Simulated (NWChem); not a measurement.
System: C$_{3}$H$_{3}$F$_{3}$; SMILES F[C@H]1[C@H](F)[C@H]1F

Input file for NWChem:

```
start job
memory heap 200 mb stack 900 mb global 1100 mb
geometry units angstroms noautosym nocenter noautoz
  F      0.217832    -1.194248     1.408884
  C     -0.428194    -0.212187     0.752583
  C     -0.428194    -0.212187    -0.752583
  F      0.217832    -1.194248    -1.408884
  C      0.393785     0.777717     0.000000
  F      0.049981     2.082827     0.000000
  H     -1.339162     0.134968     1.253892
  H     -1.339162     0.134968    -1.253892
  H      1.474132     0.588797     0.000000
end
basis spherical
  F library 6-31g*
  C library 6-31g*
  H library 6-31g*
end
dft
  xc hfexch
  iterations 150
  mulliken
end
task dft energy
esp
  recalculate
  probe 0.07
  range 0.3
  factor 1.0
  spacing 0.02
end
task esp
```

NWChem printed, in part:

```
             Northwest Computational Chemistry Package (NWChem) 7.3.0
             --------------------------------------------------------

                             Geometry "geometry" -> ""
                             -------------------------

 Output coordinates in angstroms (scale by  1.889725989 to convert to a.u.)

  No.       Tag          Charge          X              Y              Z
 ---- ---------------- ---------- -------------- -------------- --------------
    1 F                    9.0000     0.21783200    -1.19424800     1.40888400
    2 C                    6.0000    -0.42819400    -0.21218700     0.75258300
    3 C                    6.0000    -0.42819400    -0.21218700    -0.75258300
    4 F                    9.0000     0.21783200    -1.19424800    -1.40888400
    5 C                    6.0000     0.39378500     0.77771700     0.00000000
    6 F                    9.0000     0.04998100     2.08282700     0.00000000
    7 H                    1.0000    -1.33916200     0.13496800     1.25389200
    8 H                    1.0000    -1.33916200     0.13496800    -1.25389200
    9 H                    1.0000     1.47413200     0.58879700     0.00000000

 Effective nuclear repulsion energy (a.u.)     245.8143242455

  xc_inp: hfexch multiplicative factor not found.

                                 NWChem DFT Module
                                 -----------------

 Summary of "ao basis" -> "ao basis" (spherical)
 ------------------------------------------------------------------------------
       Tag                 Description            Shells   Functions and Types
 ---------------- ------------------------------  ------  ---------------------
 F                           6-31g*                  6       14   3s2p1d
 C                           6-31g*                  6       14   3s2p1d
 H                           6-31g*                  2        2   2s

            General Information
            -------------------
          SCF calculation type: DFT
          Wavefunction type:  closed shell.
          No. of atoms     :     9
          No. of electrons :    48
           Alpha electrons :    24
            Beta electrons :    24
          Charge           :     0
          Spin multiplicity:     1
          Use of symmetry is: off; symmetry adaption is: off
          Maximum number of iterations: 150
          AO basis - number of functions:    90
                     number of shells:    42
          Convergence on energy requested:  1.00D-06
          Convergence on density requested:  1.00D-05
          Convergence on gradient requested:  5.00D-04

              XC Information
              --------------
                     Hartree-Fock (Exact) Exchange  1.000

      Superposition of Atomic Density Guess
      -------------------------------------

 Sum of atomic energies:        -412.59245613

      Non-variational initial energy
      ------------------------------

 Total energy =    -415.204356
 1-e energy   =   -1060.104461
 2-e energy   =     399.085781
 HOMO         =      -0.278380
 LUMO         =       0.077594

     ---------------------------------------------
      Total Density - Mulliken Population Analysis
     ---------------------------------------------

    Atom       Charge   Shell Charges
 -----------   ------   -------------------------------------------------------
    1 F    9     9.46   2.00  0.94  3.40  1.01  2.10  0.01
    2 C    6     5.71   2.00  0.68  1.72  0.54  0.70  0.07
    3 C    6     5.71   2.00  0.68  1.72  0.54  0.70  0.07
    4 F    9     9.46   2.00  0.94  3.40  1.01  2.10  0.01
    5 C    6     5.75   2.00  0.68  1.74  0.54  0.72  0.07
    6 F    9     9.47   2.00  0.94  3.40  1.01  2.10  0.01
    7 H    1     0.81   0.47  0.34
    8 H    1     0.81   0.47  0.34
    9 H    1     0.80   0.47  0.34

[...]

                     NWChem Electrostatic Potential Fit Module
                     -----------------------------------------

 Atom parameters

 Number of atoms is                                    9
 Number of basis functions is                         90

 Grid parameters

 Maximum number of grid points is                  36657
 Number of grid points is                          36656
 Grid range                                     0.300000 nm
 Grid spacing                                   0.020000 nm
 Probe radius                                   0.070000 nm
 Atom radius factor                             1.000000

 Atomic radii

    1    0.100000
    6    0.147000
    9    0.128000
 FASTESP  F
  using M.O. file = ./job.movecs

    Atom              Coordinates                           Charge

                                                  ESP

    1 F     0.021783   -0.119425    0.140888   -0.236107
    2 C    -0.042819   -0.021219    0.075258    0.152554
    3 C    -0.042819   -0.021219   -0.075258    0.155550
    4 F     0.021783   -0.119425   -0.140888   -0.236609
    5 C     0.039379    0.077772    0.000000    0.151299
    6 F     0.004998    0.208283    0.000000   -0.265538
    7 H    -0.133916    0.013497    0.125389    0.082069
    8 H    -0.133916    0.013497   -0.125389    0.081234
    9 H     0.147413    0.058880    0.000000    0.115548
                                            ------------
                                               -0.000000

 Dipole moment                                  0.533868

 Quadrupole moment Qxx                         12.180298
                   Qyy                        -12.507042
                   Qzz                          0.326744

 RMS deviation kJ/mol                           0.056446

 RRMS %                                        24.016482
```

Level: Hartree-Fock/6-31G* (spherical d). Structure relaxed at the PBE0/def2-SVP level.
